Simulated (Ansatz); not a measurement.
A single point on AlClH$_{3}$NOSi, SMILES `O[SiH]1[NH][Al]1[Cl]`.

```yaml
crystal:
  periodic: [false, false, false]
  atoms:
    - {symbol: O, position_ang: [-0.077180, 1.389742, 1.602578]}
    - {symbol: Si, position_ang: [0.521662, 0.703143, 0.233227]}
    - {symbol: N, position_ang: [0.296317, -1.011373, -0.015297]}
    - {symbol: Al, position_ang: [-0.577283, -0.415617, -1.449027]}
    - {symbol: Cl, position_ang: [-1.635171, -1.370389, -2.977627]}
    - {symbol: H, position_ang: [-1.000475, 1.224000, 1.801820]}
    - {symbol: H, position_ang: [1.913175, 1.218717, 0.231841]}
    - {symbol: H, position_ang: [0.651155, -1.795222, 0.516785]}
basis:
  gaussian: {orbitals: def2-TZVPP}
hamiltonian: {xc: pbe}
correlation: {method: rpa}
```

```sh
$ ansatz run in.yaml --threads 2 --pin off --events-out ev --progress --plain --max-ram 4352MiB
```

Output, abridged:

```
Functional definition: PBE
1381 factors; integrals over basis functions are off by at most 1.1e-3 eV
mean field evaluation 1: about -30553.9072 eV, gradient 1.0e2 eV
mean field evaluation 2: about -30553.9017 eV, gradient 1.0e2 eV
mean field evaluation 4: about -30567.9687 eV, gradient 3.6e1 eV
mean field evaluation 8: about -30572.4534 eV, gradient 1.5e0 eV
mean field evaluation 16: about -30572.4584 eV, gradient 1.2e-3 eV
mean field -30572.45835512 eV, -1123.5171217940 hartree, gradient 6.1e-7 eV, S^2 0.000000; 0 other end points of the search recorded, 0 dependent functions left out
17 core orbitals not correlated: weight in the atoms' cores, before any rotation towards them, 1.000 or more for the frozen orbitals, at most 0.000 for the correlated occupied ones
reference -30519.56827833 eV, -1121.5734473223 hartree; 14, 14 occupied and 199, 199 virtual orbitals, 1381 factors
Total energy: -30555.65251289 eV, -1122.8995184834 hartree
```

It took 5.5 s on 2 threads of an AMD EPYC 9R14 on a shared host, with 0.54 GiB of host memory at the peak.
